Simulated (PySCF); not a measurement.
**Simulated absorption spectrum**

Species: H9NSi3.
Atom-mapped SMILES: `[SiH3:1][NH:2][SiH2:3][SiH3:4]` (hydrogens: H5, H6, H7 on Si1; H8 on N2; H9, H10 on Si3; H11, H12, H13 on Si4)

Theory: TDDFT CAM-B3LYP/def2-SVPD, vertical, gas phase, core orbitals frozen in the response in PySCF. Isolated species at its PBE0-D3(BJ)/def2-SVP geometry (one conformer only). Torsions of this conformer, `[SiH3:1][NH:2][SiH2:3][SiH3:4]`: Si1–N2–Si3–Si4 11°.

Computed states:

| state | E (eV) | f |
| --- | --- | --- |
| S1 | 6.01 | 0.0014 |
| S2 | 6.96 | 0.030 |
| S3 | 7.14 | 0.016 |
| S4 | 7.33 | 0.0062 |
| S5 | 7.43 | 0.040 |
| S6 | 7.64 | 0.019 |

Broadening: Gaussians 0.5 eV wide at half height, area fixed by f = 4.319×10⁻⁹ ∫ε dν̃. The width is an assumption, not a result. The curve ends short of the highest state used, and states not computed would add to its high-energy end.

Question: Give the broadened spectrum and its maxima.

Answer: 
```csv
λ (nm),ε (L mol⁻¹ cm⁻¹)
176.1,2838
177.5,2617
178.9,2343
180.3,2023
181.6,1701
183.0,1353
184.4,1029
185.8,748
187.2,520
188.6,347
190.0,223
191.4,140
192.8,89
194.2,60
195.6,47
197.0,43
198.3,46
199.7,52
201.1,60
202.5,67
203.9,73
205.3,76
206.7,77
208.1,75
209.5,71
210.9,65
212.3,57
213.7,49
215.0,41
216.4,33
217.8,26
219.2,20
220.6,15
222.0,11
223.4,8
224.8,5
226.2,4
227.6,2
229.0,2
230.4,1
231.8,1
233.1,0
234.5,0
235.9,0
```

Maxima: 206 nm (6.01 eV), ε about 77, made up of S1 (100%) (ε in L mol⁻¹ cm⁻¹; maxima over ε = 5, shares over 10%). At its high-energy end, 7.04 eV, the curve is still rising (ε about 2800, from S2, S3 and S5).

Question: What would ε be at 6.01 eV, the highest of these maxima, with half the width (0.25 eV)?

Answer: About 154 L mol⁻¹ cm⁻¹ against 77.2, a factor of about 2.00; a lone state at its own centre would give exactly 2.

Question: On this curve, what absorbance would a 10⁻³ mol/L sample give at 222 nm over a 1 cm path?

Answer: 222 nm is 5.585 eV, where ε is about 11 L mol⁻¹ cm⁻¹, so A = ε c l ≈ 0.011 (Beer–Lambert, with the gas-phase spectrum and the assumed width).

Question: Coming from long wavelengths, where does ε first pass 100 L mol⁻¹ cm⁻¹?

Answer: At about 192 nm (6.44 eV), 0.44 eV above S1.
